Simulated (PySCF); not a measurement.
This script is equivalent to a calculation on Sm(31+) (samarium, charge +31).

```python
from pyscf import gto, scf, dft, mp, cc
mol = gto.M(atom="Sm 0 0 0", charge=31, spin=1, symmetry="D2h",
            basis=gto.etbs([(0, 19, 2.3, 2.5), (1, 14, 3, 2.5), (2, 8, 5.4, 2.5), (3, 5, 16, 2.7), (4, 4, 25, 2.7)]),
            nucmod="G")
mf = scf.UHF(mol).sfx2c1e()
mf.irrep_nelec = {'Ag': (6, 6), 'B1g': (1, 1), 'B2g': (1, 1), 'B3g': (1, 1), 'B1u': (2, 2), 'B2u': (3, 2), 'B3u': (2, 2)}
mf.kernel()
```

What total energy does it give?

-9910.23747 hartree (calculated).

Which occupied shell lies highest, and where?

4p α, at -1200.1 eV.

What is ⟨S²⟩, and what would a pure spin state give?

0.752, against 0.75.

Spin-orbit coupling, absent here, splits the open shell strongly.
